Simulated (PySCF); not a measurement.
Sn(vinyl)F3, C2H3F3Sn.
Bonds: Sn1–C2, Sn1–F7, Sn1–F8, Sn1–F9, C2–C3. Hydrogens: H4 on C2; H5, H6 on C3.

A linear-response calculation (PySCF, def2-SVPD basis, gas phase, vertical, core orbitals frozen in the response) gave these numbers; the functional is withheld.

Orbital energies (eV): HOMO-3 -11.03, HOMO-2 -10.96, HOMO-1 -9.91, HOMO -9.36, LUMO -2.53, LUMO+1 -2.22, LUMO+2 -0.49.

```csv
state,E (eV),f,"main configurations (H = HOMO, L = LUMO)"
S1,5.70,0.0054,H→L (98%)
S2,6.48,0.0028,H-1→L+1 (96%)
S3,6.78,0.324,H-1→L (93%)
S4,7.07,0.0006,H-2→L (94%)
S5,7.14,0.264,H→L+1 (91%)
S6,7.23,0.013,"H-3→L (72%), H-5→L (19%)"
```

Triplets, Tamm–Dancoff:

```tsv
state	E (eV)	λ (nm)	main configurations (H = HOMO, L = LUMO)
T1	4.33	286.4	H→L+1 (95%)
T2	5.40	229.6	H→L (97%)
T3	5.60	221.2	H-1→L (97%)
T4	5.97	207.6	H-1→L+1 (96%)
```

Vertical ionisation energy by ΔSCF with the same functional: 11.84 eV. Mean static polarisability: 59.6 au.

Task: Which of these was used?
A. B3LYP
B. PBE
C. HF
D. CAM-B3LYP

Result: A. B3LYP is a global hybrid with 20% exact exchange. In this run −ε(HOMO) = 9.36 eV differs from the ΔSCF value by -2.48 eV, and S1 differs from the orbital gap of 6.83 eV by -1.13 eV. The ratio −ε(HOMO)/IP is 0.79. Small neutral molecules mostly give 0.67 to 0.83 with B3LYP, 0.5 to 0.7 with PBE, 0.85 to 0.93 with CAM-B3LYP; Hartree–Fock can't fall below 1, since the ion's relaxation only lowers the ΔSCF value.

Theory: TDDFT B3LYP/def2-SVPD, vertical, gas phase, core orbitals frozen in the response, def2 core potentials past Kr (PySCF 2.14.0, density-fitted response routines). Geometry: PBE0-D3(BJ)/def2-SVP, one conformer, isolated molecule. Spin–orbit coupling is left out.

The run took 95 s on one thread of an x86-64 server, no GPU (shared host).
